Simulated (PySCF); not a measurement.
Ligands exchanged one at a time, Sn NH2-OCH3. Isolated molecules, 0 K electronic values unless said otherwise. One relaxed conformer stands for each flexible species; it need not be the lowest. Strings in code marks are SMILES. In the def2 sets, heavy atoms carry core potentials. All members: neutral, multiplicity 1. Level: PBE0-D4/def2-TZVP // PBE0-D4/def2-SVP (PySCF). Delta-SCF ions had no search for a lower state.  The removal energy is E(N − 1 electrons) − E(N electrons) at the parent's geometry; ε(HOMO) is measured against the vacuum level.

```csv
species,−ε(HOMO) (eV),vertical ionisation energy (Delta-SCF) (eV)
`[NH2][Sn]([NH2])([NH2])[NH2]`,7.14,8.96
`C[O][Sn]([NH2])([NH2])[NH2]`,7.32,9.14
`C[O][Sn]([NH2])([NH2])[O]C`,7.52,9.25
`C[O][Sn]([NH2])([O]C)[O]C`,7.72,9.40
`C[O][Sn]([O]C)([O]C)[O]C`,7.95,withheld
```

Question: Fit vertical ionisation energy (Delta-SCF) = a + b·x to the 4 complete rows by least squares, with x = −ε(HOMO) in eV. Give a, b and the rms residual, and predict the withheld value.

Answer: Means of the 4 rows: x̄ = 7.425, ȳ = 9.1875 eV. Σ(x − x̄)² = 0.1883 and Σ(x − x̄)(y − ȳ) = 0.13845, so b = 0.735 and a = ȳ − b·x̄ = 3.730 eV. The rms residual is 0.018 eV. At x = 7.95 the line gives 9.57 eV, outside the range of the fitted rows. The run for `C[O][Sn]([O]C)([O]C)[O]C` gave 9.58 eV, so the line is off by 0.01 eV, within twice the rms residual.

Codes: PySCF.
